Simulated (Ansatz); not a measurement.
A calculation with Ansatz (development build ahead of 0.2.0).

```yaml
crystal:
  periodic: [false, false, false]
  atoms:
    - { symbol: C, position_ang: [1.02219, -0.07992, 0.0] }
    - { symbol: C, position_ang: [-0.07992, 1.02219, 0.0] }
    - { symbol: C, position_ang: [-1.02219, 0.07992, 0.0] }
    - { symbol: C, position_ang: [0.07992, -1.02219, 0.0] }
    - { symbol: C, position_ang: [2.53219, -0.07992, 0.0] }
    - { symbol: H, position_ang: [2.89219, 0.95008, 0.0] }
    - { symbol: H, position_ang: [2.89219, -0.58992, 0.89] }
    - { symbol: H, position_ang: [2.89219, -0.58992, -0.89] }
    - { symbol: C, position_ang: [-0.07992, 2.53219, 0.0] }
    - { symbol: H, position_ang: [-1.10992, 2.89219, 0.0] }
    - { symbol: H, position_ang: [0.43008, 2.89219, 0.89] }
    - { symbol: H, position_ang: [0.43008, 2.89219, -0.89] }
    - { symbol: C, position_ang: [-2.53219, 0.07992, 0.0] }
    - { symbol: H, position_ang: [-2.89219, -0.95008, 0.0] }
    - { symbol: H, position_ang: [-2.89219, 0.58992, 0.89] }
    - { symbol: H, position_ang: [-2.89219, 0.58992, -0.89] }
    - { symbol: C, position_ang: [0.07992, -2.53219, 0.0] }
    - { symbol: H, position_ang: [1.10992, -2.89219, 0.0] }
    - { symbol: H, position_ang: [-0.43008, -2.89219, 0.89] }
    - { symbol: H, position_ang: [-0.43008, -2.89219, -0.89] }
basis:
  gaussian: { orbitals: def2-SVP }
magnetization:
  spin_polarized: true
  initial_magnetization: 2
hamiltonian:
  xc: pbe0
```

The input is written out in the form of the current development build from the run's settings.

The run gave:

```json
{
 "Converged": "yes",
 "Total energy": "-311.31210 hartree",
 "Spin squared of the determinant": "2.005",
 "Stability test": "minimum"
}
```

Caution: another spin multiplicity may lie lower.
